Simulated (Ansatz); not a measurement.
Species: C4H8Cl2, net charge 0, singlet state. 
Coordinates optimised at B3LYP-D3(BJ)/def2-TZVP (Ansatz, a program for electronic structure):
```
C
H 1 1.0876
C 1 1.5149 2 110.81
H 3 1.0888 1 111.02 2 57.06
H 3 1.0908 4 108.48 1 -122.17
H 3 1.0929 4 108.43 5 -117.62
C 1 1.5200 2 110.00 3 -125.55
H 7 1.0937 1 107.81 2 70.81
H 7 1.0944 8 107.23 1 -117.25
C 7 1.5147 8 109.20 9 -116.76
H 10 1.0862 7 111.69 8 -176.56
H 10 1.0865 11 109.66 7 123.67
Cl 10 1.8105 11 106.31 12 114.21
Cl 1 1.8280 2 104.09 7 -117.24
```
Charge 0, spin multiplicity 1.

Basis-set convergence of Hartree-Fock and CCSD correlation energies (hartree) with Ansatz. Correlated levels leave the core frozen unless marked. No spin-orbit coupling. Non-relativistic.

```json
[
 {"basis": "aug-cc-pV(D+d)Z", "functions": "228", "E(HF)": "-1075.17548", "E(corr, CCSD)": "-0.97374"},
 {"basis": "aug-cc-pV(T+d)Z", "functions": "478", "E(HF)": "?", "E(corr, CCSD)": "?"}
]
```

Q: Complete the blanks.

A: 
- aug-cc-pV(T+d)Z, E(HF): -1075.23872
- aug-cc-pV(T+d)Z, E(corr, CCSD): -1.16807
